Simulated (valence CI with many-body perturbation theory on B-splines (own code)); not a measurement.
# E1 transitions of Pr54+

Computed by configuration interaction combined with many-body perturbation theory (CI+MBPT): three valence electrons over a frozen Dirac-Fock core [He], radial functions for each j: 11 s, 11 p, 9 d, 7 f, 5 g, 2 h, 1 i, with the one-electron correlation potential Σ1 (screened to all orders), the two-electron term Σ2, the three-electron term Σ3, Breit, model QED; selected single and double excitations, second order for the rest (own B-spline code, finite nucleus).

No measured spectrum was set against this ion. As an estimate, large intervals hold to a few tenths of a per cent, small ones and those within an open d or f shell to about a per cent.

Lines 51 to 100 of 284 in falling wavelength, among levels below 7521.8 eV, chosen from the strongest by gf and those to the six lowest levels. Wavelengths and rates use the calculated energies. Electric multipoles are in the length gauge, E1 and E2 with the static RPA response of the core. Weak lines are less certain than strong ones. Lines between different terms over intervals too small for the method are left out, as are lines whose strength nearly cancels. The highest levels of a list are the least certain.

Levels are named by their leading jj configuration (3d3/2^4 stands for four electrons in 3d with j = 3/2), which in mixed levels can hold well under half, so a name can repeat and another be missing. Letters in brackets count levels of one name in rising energy.

| λ vac (nm) | Upper | Lower | A (s⁻¹) | S (a.u.) |
| --- | --- | --- | --- | --- |
| 5.485 | (2s 2p3/2 3p3/2) J=1/2 [a] | (2s 2p3/2 3s) J=3/2 [a] | 1.73e+11 | 2.82e-02 |
| 5.470 | (2s 2p3/2 3p3/2) J=3/2 | (2s 2p3/2 3s) J=1/2 | 1.19e+11 | 3.84e-02 |
| 5.454 | (2s 2p1/2 3p3/2) J=3/2 [b] | (2s 2p1/2 3s) J=3/2 | 9.53e+10 | 3.05e-02 |
| 5.413 | (2s 2p3/2 3p3/2) J=1/2 [b] | (2s 2p3/2 3s) J=1/2 | 1.61e+11 | 2.53e-02 |
| 5.297 | (2p1/2^2 3p3/2) J=3/2 | (2p1/2^2 3s) J=1/2 | 7.73e+10 | 2.27e-02 |
| 5.123 | (2s 2p3/2 3p3/2) J=5/2 [a] | (2s 2p3/2 3s) J=5/2 | 1.26e+11 | 5.00e-02 |
| 4.884 | (2p1/2^2 2p3/2) J=3/2 | (2s 2p1/2 2p3/2) J=5/2 | 5.08e+10 | 1.17e-02 |
| 4.301 | (2p1/2^2 2p3/2) J=3/2 | (2s 2p1/2 2p3/2) J=3/2 [a] | 1.59e+10 | 2.49e-03 |
| 3.624 | (2s^2 2p3/2) J=3/2 | (2s 2p1/2^2) J=1/2 | 1.90e+09 | 1.79e-04 |
| 1.879 | (2s 2p1/2 2p3/2) J=3/2 [a] | (2s^2 2p1/2) J=1/2 | 8.41e+09 | 1.10e-04 |
| 1.829 | (2s 2p3/2^2) J=5/2 | (2s^2 2p3/2) J=3/2 | 3.14e+11 | 5.70e-03 |
| 1.790 | (2p1/2 2p3/2^2) J=3/2 | (2s 2p1/2 2p3/2) J=1/2 | 7.91e+11 | 8.96e-03 |
| 1.747 | (2p1/2 2p3/2 3d3/2) J=5/2 [a] | (2s 2p1/2 3d3/2) J=5/2 | 4.92e+11 | 7.77e-03 |
| 1.740 | (2p1/2 2p3/2^2) J=5/2 | (2s 2p1/2 2p3/2) J=3/2 [b] | 9.42e+11 | 1.47e-02 |
| 1.736 | (2p1/2 2p3/2 3d5/2) J=9/2 | (2s 2p1/2 3d5/2) J=7/2 | 7.74e+11 | 2.00e-02 |
| 1.734 | (2p1/2 2p3/2 3p3/2) J=7/2 | (2s 2p1/2 3p3/2) J=5/2 | 9.05e+11 | 1.86e-02 |
| 1.732 | (2p3/2^3) J=3/2 | (2s 2p3/2^2) J=3/2 | 2.17e+12 | 2.23e-02 |
| 1.723 | (2p1/2 2p3/2 3d5/2) J=7/2 [a] | (2s 2p1/2 3d5/2) J=5/2 [a] | 7.33e+11 | 1.48e-02 |
| 1.721 | (2s 2p3/2 3d5/2) J=7/2 [b] | (2s^2 3d5/2) J=5/2 | 1.19e+12 | 2.39e-02 |
| 1.719 | (2p1/2 2p3/2 3d3/2) J=5/2 [b] | (2s 2p1/2 3d3/2) J=3/2 [b] | 7.69e+11 | 1.16e-02 |
| 1.715 | (2s 2p3/2 3p3/2) J=5/2 [b] | (2s^2 3p3/2) J=3/2 | 1.33e+12 | 1.99e-02 |
| 1.715 | (2p1/2 2p3/2 3p3/2) J=5/2 [a] | (2s 2p1/2 3p3/2) J=3/2 [a] | 7.20e+11 | 1.08e-02 |
| 1.715 | (2p1/2 2p3/2 3s) J=5/2 | (2s 2p1/2 3s) J=3/2 | 6.61e+11 | 9.87e-03 |
| 1.713 | (2p1/2 2p3/2 3d3/2) J=7/2 | (2s 2p1/2 3d3/2) J=5/2 | 7.71e+11 | 1.53e-02 |
| 1.709 | (2p1/2 2p3/2 3d5/2) J=7/2 [b] | (2s 2p1/2 3d5/2) J=5/2 [b] | 4.40e+11 | 8.67e-03 |
| 1.708 | (2p1/2 2p3/2 3p1/2) J=3/2 [b] | (2s 2p1/2 3p1/2) J=1/2 [b] | 9.45e+11 | 9.31e-03 |
| 1.699 | (2p1/2 2p3/2 3d5/2) J=3/2 [b] | (2s 2p1/2 3d5/2) J=5/2 [b] | 7.26e+11 | 7.02e-03 |
| 1.697 | (2s 2p3/2 3d3/2) J=5/2 [b] | (2s^2 3d3/2) J=3/2 | 1.20e+12 | 1.74e-02 |
| 1.696 | (2p1/2 2p3/2 3p1/2) J=5/2 | (2s 2p1/2 3p1/2) J=3/2 | 6.05e+11 | 8.74e-03 |
| 1.695 | (2s 2p3/2 3p1/2) J=1/2 | (2s^2 3p1/2) J=1/2 | 1.52e+12 | 7.30e-03 |
| 1.694 | (2s 2p3/2 3s) J=1/2 | (2s^2 3s) J=1/2 | 1.50e+12 | 7.21e-03 |
| 1.693 | (2p1/2 2p3/2 3d3/2) J=3/2 [a] | (2s 2p1/2 3d3/2) J=3/2 [a] | 8.30e+11 | 7.95e-03 |
| 1.691 | (2s 2p3/2 3p1/2) J=3/2 [b] | (2s^2 3p1/2) J=1/2 | 1.39e+12 | 1.33e-02 |
| 1.689 | (2s 2p3/2 3d5/2) J=5/2 [b] | (2s^2 3d5/2) J=5/2 | 1.38e+12 | 1.97e-02 |
| 1.685 | (2s 2p3/2 3s) J=3/2 [b] | (2s^2 3s) J=1/2 | 1.40e+12 | 1.32e-02 |
| 1.684 | (2s 2p3/2 3p3/2) J=3/2 | (2s^2 3p3/2) J=3/2 | 1.37e+12 | 1.30e-02 |
| 1.684 | (2p1/2 2p3/2 3d5/2) J=7/2 [b] | (2s 2p1/2 3d5/2) J=7/2 | 4.82e+11 | 9.09e-03 |
| 1.684 | (2s 2p3/2 3d3/2) J=3/2 [b] | (2s^2 3d3/2) J=3/2 | 1.12e+12 | 1.05e-02 |
| 1.683 | (2s 2p3/2 3d5/2) J=3/2 [b] | (2s^2 3d5/2) J=5/2 | 1.53e+12 | 1.44e-02 |
| 1.659 | (2p1/2 2p3/2^2) J=3/2 | (2s 2p1/2 2p3/2) J=5/2 | 1.36e+11 | 1.23e-03 |
| 1.655 | (2s 2p1/2 2p3/2) J=1/2 | (2s^2 2p1/2) J=1/2 | 1.71e+12 | 7.65e-03 |
| 1.653 | (2s 2p1/2 2p3/2) J=3/2 [b] | (2s^2 2p1/2) J=1/2 | 1.43e+12 | 1.28e-02 |
| 1.642 | (2p1/2 2p3/2^2) J=1/2 | (2s 2p1/2 2p3/2) J=3/2 [b] | 1.76e+12 | 7.71e-03 |
| 1.640 | (2p1/2 2p3/2^2) J=1/2 | (2s 2p1/2 2p3/2) J=1/2 | 7.63e+11 | 3.32e-03 |
| 1.631 | (2s 2p3/2^2) J=1/2 | (2s^2 2p3/2) J=3/2 | 1.39e+12 | 5.97e-03 |
| 1.629 | (2p1/2^2 2p3/2) J=3/2 | (2s 2p1/2^2) J=1/2 | 1.06e+12 | 9.02e-03 |
| 1.629 | (2s 2p3/2^2) J=3/2 | (2s^2 2p3/2) J=3/2 | 2.43e+12 | 2.07e-02 |
| 1.614 | (2p1/2 2p3/2^2) J=5/2 | (2s 2p1/2 2p3/2) J=5/2 | 1.05e+12 | 1.30e-02 |
| 1.586 | (2p1/2 2p3/2^2) J=3/2 | (2s 2p1/2 2p3/2) J=3/2 [a] | 1.17e+12 | 9.23e-03 |
| 1.545 | (2p1/2 2p3/2^2) J=5/2 | (2s 2p1/2 2p3/2) J=3/2 [a] | 2.20e+10 | 2.40e-04 |
